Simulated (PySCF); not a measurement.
A calculated (PW91, PySCF 2.14, aug-cc-pwCVTZ-DK with one added diffuse shell each of s, p, d, f, g type, scalar relativity by spin-free X2C-1e) atom or ion has these occupied shells.

```tsv
shell	electrons	orbital energy (eV)	rms radius, mean of both spins (bohr)
1s α	1	-7598.1	0.0649
1s β	1	-7598.0	0.0649
2s α	1	-908.91	0.277
2s β	1	-907.31	0.277
2p α	3	-780.00	0.249
2p β	3	-778.78	0.249
3s α	1	-113.90	0.833
3s β	1	-110.39	0.833
3p α	3	-77.206	0.888
3p β	3	-73.754	0.888
3d α	5	-19.623	1.19
3d β	2	-17.221	1.19
4p α	1	-8.992	3.45
```

**Question.** Name the element and its charge.

**Answer.** Co⁺ (cobalt, charge +1), in [Ar] 3d7 4p1, one real determinant (an excited configuration).
